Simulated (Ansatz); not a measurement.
Cost and result for the atomization energy of CH₉NOSi₂, SMILES `NC([SiH3])[SiH2]O` (14 atoms, 13 bonds).

```xyz
14

N    -1.129   -1.118   -0.595
C    -0.452   -0.220    0.358
Si   -1.307    1.456    0.351
Si    1.398   -0.125    0.085
O     1.887   -1.701   -0.039
H    -0.635   -2.001   -0.656
H    -1.124   -0.718   -1.526
H    -0.612   -0.610    1.373
H    -2.693    1.354    0.874
H    -1.360    1.966   -1.047
H    -0.537    2.422    1.181
H     2.099    0.569    1.203
H     1.700    0.600   -1.185
H     2.765   -1.877   -0.377
```

Total charge 0; spin multiplicity 1. The geometry is a stationary point of PBE0-D4/def2-TZVP. It is one conformer, not always the lowest. Program: Ansatz. All runs use 4 threads of an Arm Neoverse V2 on a shared host. Times are those of one run each, without the atoms' runs, and a repeat can differ threefold. Electronic energies, without spin–orbit coupling; frozen cores. CCSD(T)/CBS adds CCSD(T) − MP2 in def2-TZVPP to the MP2 limit, and its time is that of the two runs behind it. T1 = 0.011. B3LYP takes the VWN-RPA correlation (the form of Gaussian; ORCA's B3LYP/G).

CCSD(T)/CBS is a level of theory with its own doubt, some kJ/mol a heavy atom from the limit and from the frozen cores, so smaller differences don't rank the functionals.

| level | functions | wall time | atomization (kcal/mol) | difference from CCSD(T)/CBS | per bond |
| --- | --- | --- | --- | --- | --- |
| PBE-D4/def2-TZVPP (with forces) | 303 | 4.3 s | 1143.9 | 3.6 | 0.3 |
| PBE0-D4/def2-TZVPP | 303 | 4.9 s | 1128.6 | -11.7 | -0.9 |
| r2SCAN-D4/def2-TZVPP (with forces) | 303 | 7.5 s | 1134.4 | -5.9 | -0.5 |
| B3LYP-D4/def2-TZVPP (with forces) | 303 | 8 s | 1137.9 | -2.4 | -0.2 |
| B2PLYP/def2-TZVPP | 303 | 8.5 s | 1122.9 | -17.4 | -1.3 |
| ωB97X-V/def2-TZVPP | 303 | 12 s | 1144.3 | 4.0 | 0.3 |
| ωB97M-V/def2-TZVPP (with forces) | 303 | 18 s | 1141.7 | 1.4 | 0.1 |
| MP2/def2-QZVPP | 581 | 43 s | 1134.8 | -5.5 | -0.4 |
| CCSD(T)/def2-TZVPP | 303 | 18 min | 1107.5 | -32.8 | -2.5 |
| CCSD(T)/CBS(def2) | – | 18 min | 1140.3 | 0.0 | 0.0 |

In def2-TZVPP, CCSD(T) changes the Hartree–Fock value by +288.2 kcal/mol (the triples alone add +14.2 kcal/mol) and MP2 by +295.8 kcal/mol; breaking electron pairs costs correlation energy, which Hartree–Fock lacks. From PBE to PBE0 (25 % exact exchange), in def2-TZVPP and without D4, the atomization energy moves by −14.1 kcal/mol: exact exchange takes away binding that semilocal exchange gives to molecules. The D4 term adds +12.2 kcal/mol with B3LYP and +6.4 kcal/mol with PBE0; it sums over pairs of atoms, weighted by their polarisabilities, and B3LYP, whose exchange is more repulsive, gets the larger term.
